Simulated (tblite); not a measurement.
Species: C5H6N2OS.
Z-matrix (Å and degrees, GFN2-xTB geometry), rows numbered from 1:
```
C 
O   1  1.4191
C   2  1.3296  1  116.74
C   3  1.4066  2  118.80  1   179.97
C   4  1.3839  3  116.23  2   179.97
C   5  1.3769  4  119.44  3     0.03
N   6  1.3540  5  120.59  4    -0.01
S   7  1.6348  6  121.50  5  -179.99
N   3  1.3178  2  118.46  1    -0.03
H   1  1.0873  2  105.81  3   179.99
H   1  1.0911  2  110.58  3    60.17
H   1  1.0911  2  110.58  3   -60.22
H   4  1.0748  3  120.40  2    -0.05
H   5  1.0783  4  121.04  3  -179.96
H   6  1.0767  5  123.90  4   179.99
```

All values are computed: GFN2-xTB (tblite) harmonic vibrations without scaling, gas phase. The method is semi-empirical: single wavenumbers can be off by several per cent or more. One conformer, not necessarily the lowest.

Harmonic wavenumbers (cm⁻¹): 107.8, 133.2, 160.8, 165.3, 233.7, 318.9, 403.2, 425.9, 469.3, 569.8, 573.0, 670.5, 673.3, 767.1, 833.1, 910.7, 914.2, 998.8, 1047.3, 1089.5, 1110.6, 1118.7, 1142.2, 1164.8, 1239.7, 1285.8, 1356.6, 1384.5, 1421.3, 1438.8, 1463.8, 1501.4, 1552.5, 2981.8, 2994.6, 3040.9, 3104.3, 3130.2, 3142.9.

A = 2283, B = 1150, C = 768.6 MHz; mass 142.020 u (most abundant isotopes); point group Cs, symmetry number 1.

Problem. Zero-point energy?

Solution. ½Σν̃ = 23520 cm⁻¹ = 281.37 kJ/mol.

Problem. Entropy at 500 K, 1 bar (ideal gas, RRHO, classical rotation)?

Solution. Translation 181.41, rotation 129.69, vibration 152.54: S = 463.6 J/(mol K).

Problem. And Cp and H(500 K) − H(0)?

Solution. Cp = 199.90 J/(mol K), of which vibrations give 166.64 (their classical limit is 39 R = 324.3); H(500 K) − H(0) = 58.57 kJ/mol without the zero-point energy, 41.94 from vibrations.

Problem. Blend soft modes into free rotors: weight 1/[1 + (100 cm⁻¹/ν̃)⁴] for the oscillator and the rest for a rotor with moment μB/(μ + B), μ = h/(8π²ν), B = 10⁻⁴⁴ kg m². What vibrational entropy results?

Solution. 149.21 J/(mol K) in place of 152.54, which changes −T·S at 500 K by +1.67 kJ/mol.

Problem. Which modes carry the vibrational entropy at 500 K?

Solution. 107.8 cm⁻¹: 18.08; 133.2 cm⁻¹: 16.34; 160.8 cm⁻¹: 14.80; 165.3 cm⁻¹: 14.57; 233.7 cm⁻¹: 11.77; 318.9 cm⁻¹: 9.31 J/(mol K); the other 33 give 67.68 together.

Problem. What must be added to the electronic energy to get the Gibbs energy at 500 K and 1 bar?

Solution. ZPE + [H(500 K) − H(0)] − T·S = 281.37 + 58.57 − 231.82 = 108.12 kJ/mol.

Hindered rotation and anharmonicity are outside this model. Other conformers, if any are populated, would add a mixing term that is left out.
